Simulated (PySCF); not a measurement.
A GIAO shielding run with PySCF (density fitting, non-relativistic, gas phase) on SMILES C#Cc1snnc1OC, C5H4N2OS:

```
$ OMP_NUM_THREADS=1 python probes_run.py task.json out

{"job": {"kind": "nmr", "xc": "PBE0", "basis": "pcSseg-1"}, "charge": 0, "multiplicity": 1}
C      2.413106     2.237398    -0.348978
C      1.296853     1.810032    -0.216145
C     -0.002781     1.335276    -0.066956
S     -1.410882     2.325193     0.017337
N     -2.389489     1.013252     0.173977
N     -1.770653    -0.090874     0.170614
C     -0.441296     0.010295     0.040284
O      0.377039    -1.043918     0.014886
C     -0.256405    -2.304458     0.142127
H      3.393542     2.590343    -0.464953
H     -0.790998    -2.374777     1.092090
H      0.542147    -3.041435     0.101637
H     -0.964571    -2.465841    -0.673647
```

Hardware: 1 thread of an Arm Neoverse N1, shared host. The job also computes population analyses, field gradients, ring-centre shieldings.

Question: How large is the calculation?

Answer: 72 electrons, 180 basis functions and 945 auxiliary functions.

Question: How long does it take, and how much memory does it need?

Answer: 51 s of wall time, with 16 SCF cycles and 5 response iterations; peak memory 0.81 GiB. Times on a shared host scatter by some tens of per cent.
